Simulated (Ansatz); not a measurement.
The lowest singlet and triplet of S2 (SMILES S=S); geometries from B3LYP-D3(BJ)/def2-TZVP, each state relaxed from the structure named, with no frequency check, low spin by broken symmetry.
Singlet (charge 0, multiplicity 1):
```xyz
2

S      0.0000     0.0000    -0.9522
S      0.0000     0.0000     0.9522
```
Triplet (charge 0, multiplicity 3):
| atom | x (Å) | y (Å) | z (Å) |
|---|---|---|---|
| S | 0.0000 | 0.0000 | -0.9518 |
| S | 0.0000 | 0.0000 | 0.9518 |

A positive gap puts the triplet lower; no zero-point energy. R- takes a restricted singlet, here one determinant of a half-filled degenerate or near-degenerate pair, which mixes singlet states. The triplet is unrestricted in single-reference levels. Active spaces average the two states.

Correlated levels freeze the cores.

Codes used: Ansatz (Gaussian orbitals). Each number belongs to the level named beside it.

| level | gap E(singlet) − E(triplet), adiabatic (eV) |
|---|---|
| R-HF/cc-pV(D+d)Z | 1.455 |
| R-SVWN5/def2-TZVPP | 0.898 |
| R-B3LYP/def2-TZVPP | 0.985 |
| R-MP2/cc-pV(D+d)Z | 0.922 |
| R-SCS-MP2/cc-pV(D+d)Z | 0.753 |
| R-CCSD/cc-pV(D+d)Z | 0.866 |
| R-CCSD/cc-pV(T+d)Z | ___ |
| R-CCSD(T)/cc-pV(Q+d)Z | 0.750 |
| FIC-MRCISD+Q on SA-CASSCF(12,8)/cc-pV(Q+d)Z | ___ |

Problem. Fill in the missing entries.

Solution. 
- R-CCSD/cc-pV(T+d)Z, gap E(singlet) − E(triplet), adiabatic (eV): 0.845
- FIC-MRCISD+Q on SA-CASSCF(12,8)/cc-pV(Q+d)Z, gap E(singlet) − E(triplet), adiabatic (eV): 0.547

Doubts at one or more of the structures used: a restricted determinant that unrestricted orbitals would lower (R-HF/cc-pV(D+d)Z, R-SVWN5/def2-TZVPP, R-B3LYP/def2-TZVPP, R-MP2/cc-pV(D+d)Z, R-SCS-MP2/cc-pV(D+d)Z, R-CCSD/cc-pV(D+d)Z, R-CCSD/cc-pV(T+d)Z, R-CCSD(T)/cc-pV(Q+d)Z).

Ansatz is a first-principles code.
